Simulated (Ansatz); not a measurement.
Gas-phase reaction R1 → 2 P1, each structure at its B3LYP-D3(BJ)/def2-TZVP stationary point, reached from a drawn start (curvature not checked).
R1: Cl2 (SMILES ClCl), charge 0, multiplicity 1.
P1: Cl atom, charge 0, multiplicity 2.

P less R. No zero-point or thermal terms; singlets are restricted closed shells; open shells are unrestricted; no spin–orbit coupling.

Cores are frozen in the correlated methods.

Codes used: Ansatz (Gaussian basis) for Hartree–Fock, density functionals and correlated methods. All values are computed, each at the level named.

Q: Give the reaction energy at the level SCS-MP2/cc-pV(Q+d)Z.

A: 58.0 kcal/mol

Q: Estimate the reaction energy that BHLYP/def2-TZVPP returns for this input.

A: 47.3 kcal/mol

Q: Predict the reaction energy from CCSD(T)/cc-pV(T+d)Z.

A: 53.3 kcal/mol

Ansatz is a first-principles code.
